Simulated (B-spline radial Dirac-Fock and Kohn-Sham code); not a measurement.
Z = 67 (holmium), transition energy 1170 keV. The computed values come from a radial finite-basis atomic code: a Dirac-Hartree-Slater potential of the neutral atom with a Latter tail (no hole, which puts coefficients of high multipoles low close above an edge), finite nucleus with surface currents. Subshells that would emit electrons below 1 keV are left out, and so is internal pair formation.

Problem. A pure transition shows α(K) = 0.00747, L1/L2 = 2.62 and L1/L3 = 13.4. What is its multipolarity?
A. E1
B. E2
C. M4
D. M3
E. M2
F. M1
G. E3
H. E4

Solution. H. For comparison, α(K), L1/L2, L1/L3 are E1 0.000842, 25.1, 23.8; E2 0.00197, 9.10, 20.8; E3 0.00397, 4.32, 17.2; M1 0.00334, 19.2, 104; M2 0.00798, 13.4, 88.4; M3 0.0152, 9.65, 38.1; M4 0.0273, 7.33, 17.5.
